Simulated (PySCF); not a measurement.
# One molecule, several mistakes: B2CH7Si cation

Calculated results; nothing here was measured. The program is PySCF 2.14.0, an open-source quantum chemistry code, run on an isolated molecule that a program drew, which may never have been made. The molecule is B2CH7Si cation (charge +1, singlet), drawn as the SMILES string `[BH+]C[SiH2]B`.

Each row is a Hartree-Fock (HF) and frozen-core CCSD(T) single point in the cc-pV(D+d)Z basis, meant for a local HF minimum. Run 1 is clean. Each other run has one planted mistake out of seven kinds, and not every kind appears here: one electron removed, one electron added, multiplicity raised by two, geometry at a saddle point, minimal basis STO-3G, one bond length entered in bohr, all coordinates scaled. The reference is restricted for singlets and unrestricted otherwise, and also for a bond in bohr. Adding or removing an electron swaps singlet and doublet. Electrons count all cores. HOMO and LUMO are orbital energies over both spins, the gradient is its largest component, and the lowest frequency (negative if imaginary) is given only where the gradient is small. Bond lengths are over the 10 bonds as drawn. T1 is the CCSD diagnostic: over 0.02 (restricted) or 0.045 (unrestricted) a single reference is doubtful.

Geometry of the clean run:
```xyz
11
B2CH7Si cation, angstrom
B     0.5509   -0.4997   -2.7599
C    -0.0687   -0.1377   -1.5021
Si    1.3531    0.2375   -0.1258
B     0.4453    0.7596    1.6252
H     1.1150   -0.7849   -3.7497
H    -0.6668    0.7765   -1.6054
H    -0.6851   -0.9582   -1.1136
H     2.1319   -1.0154   -0.0575
H     2.1707    1.3090   -0.7297
H     1.1483    1.0180    2.5535
H    -0.7427    0.8076    1.7277
```

```
run  electrons  basis functions  <S^2>  HOMO (eV)  LUMO (eV)  gradient (hartree/bohr)  lowest frequency (cm^-1)  mean bond (Å)  longest bond (Å)      T1  HF (hartree)  CCSD(T) (hartree)                          mistake
  1         36              100  0.000     -15.69      -4.14                  3.0e-05                        56         1.4211             2.040  0.0143    -379.92782         -380.38005                         no fault
  2         36              100  2.010     -11.74      -6.30                  4.2e-02                         -         1.4211             2.040  0.0223    -379.79037         -380.23614       multiplicity raised by two
  3         36              100  0.915     -12.75      -4.50                  8.3e-03                         -         1.6027             3.856  0.0307    -379.82351         -380.25405  one bond length entered in bohr
  4         36              100  0.000     -15.99      -4.09                  3.1e-02                         -         1.3600             1.953  0.0136    -379.90962         -380.35747                                ?
  5         37              100  0.764      -6.39       1.03                  4.9e-02                         -         1.4211             2.040  0.0174    -380.11975         -380.58619                                ?
```

**Which mistake was planted in run 4, and what did it cost?**

The mean and the longest bond both change by the same factor, 0.957, and the gradient is no longer small. So the mistake is: all coordinates scaled. Subtracting run 1 and multiplying by 627.51 kcal/mol a hartree, the energy moved by 11.4 kcal/mol in HF and 14.2 kcal/mol in CCSD(T).

**Which mistake was planted in run 5, and what did it cost?**

It counts 37 electrons, one more than the clean run, at the same geometry and basis. So the mistake is: one electron added. Subtracting run 1 and multiplying by 627.51 kcal/mol a hartree, the energy moved by -120.4 kcal/mol in HF and -129.4 kcal/mol in CCSD(T).

